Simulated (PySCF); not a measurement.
Ligand exchange on a metal centre used in film growth or etching (Zn Cl-Br). All species are isolated molecules in the gas phase.

The charge on the central atom (Mulliken) from two functionals at the same geometries (r2SCAN-D4/def2-SVP), both in PySCF: PBE-D3(BJ)/def2-TZVP and TPSSh-D3(BJ)/def2-TZVP. 

```tsv
species	PBE-D3(BJ)/def2-TZVP (e)
0 of 2 Cl replaced by Br ([Zn(Cl)2])	0.54
1 of 2 Cl replaced by Br ([Zn(Cl)(Br)])	0.50
2 of 2 Cl replaced by Br ([Zn(Br)2])	0.45
```

### Question
What does TPSSh-D3(BJ)/def2-TZVP give for each?

### Answer

- 0 of 2 Cl replaced by Br ([Zn(Cl)2]): 0.62
- 1 of 2 Cl replaced by Br ([Zn(Cl)(Br)]): 0.58
- 2 of 2 Cl replaced by Br ([Zn(Br)2]): 0.53
Over these rows, drawn at random from the members with no instability flagged (it was tested for open shells, ions and some series alone), PBE minus TPSSh-D3(BJ): mean -0.08 e, from -0.08 e to -0.08 e.
